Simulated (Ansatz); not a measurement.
The Al1–H2 bond of AlClFH (SMILES [F][AlH][Cl]) is stretched (multiplicity 1, the rest rigid).
Geometry at rest (charge 0, multiplicity 1):
```xyz
4

Al    -0.56121     0.17721    -0.47070
H     -1.75578    -0.36995    -1.30319
F     -0.21593     1.78615    -0.49600
Cl     0.64676    -1.05936     0.69920
```

Correlated levels freeze the cores.

Programs: Ansatz (an electronic-structure program) with Gaussian orbitals. 

Energies above the point at 1.555 Å (the B3LYP-D3(BJ) bond length), FIC-MRCISD+Q on CASSCF(2,2)/cc-pV(T+d)Z (kcal/mol): 5.19 at 1.400 Å; 3.36 at 1.711 Å; 87.79 at 4.977 Å.

**Question.** Take the last value as the depth D of a Morse curve D(1 − e^(−a(R − R₀)))², fit a and R₀ to the two near points, and test it at 2.100 and 2.722 Å.

**Answer.** 
With D = 87.8, both near points (counted from the curve's value at 1.555 Å) are met by a = 1.40 Å⁻¹ and R₀ = 1.555 Å, so k = 2Da² = 344 kcal/(mol Å²). The curve then gives 25.0 and 56.8 kcal/mol; the level itself gives 26.1 and 62.7, so Morse is off by -1.2 and -5.8.
